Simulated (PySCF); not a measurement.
Sb(Br)(Me)2 (C2H6BrSb), SMILES [CH3][Sb]([CH3])[Br]. The structure is a stationary point at PBE-D3(BJ)/def2-SVP. The structure was generated by enumeration; whether it is a known compound was not checked. The def2 effective core potentials stand for the cores of Sb; spin–orbit coupling is left out.

Computed with PBE-D3(BJ)/def2-SVP (PySCF).

Harmonic wavenumbers (cm⁻¹): 97, 115, 126, 135, 178, 235, 491, 492, 695, 719, 732, 803, 1154, 1168, 1366, 1376, 1376, 1389, 2981, 2982, 3096, 3096, 3116, 3116. Rotational constants (GHz): 3.617, 1.189, 1.118; symmetry number 1.

Problem. Work out the zero-point energy and the ideal-gas rigid-rotor harmonic-oscillator thermochemistry at 298.15 K and 1 atm.

Solution. ZPE = ½ Σ hcν = ½ × 31034 cm⁻¹ = 185.63 kJ/mol. H − E(el) = 208.24 kJ/mol. Entropy in J/(mol K): translation 176.66, rotation 119.63, vibration 81.05, total 377.34. G − E(el) = 95.73 kJ/mol. Cp = 108.13 J/(mol K). Modes under 150 cm⁻¹ make the vibrational entropy uncertain.
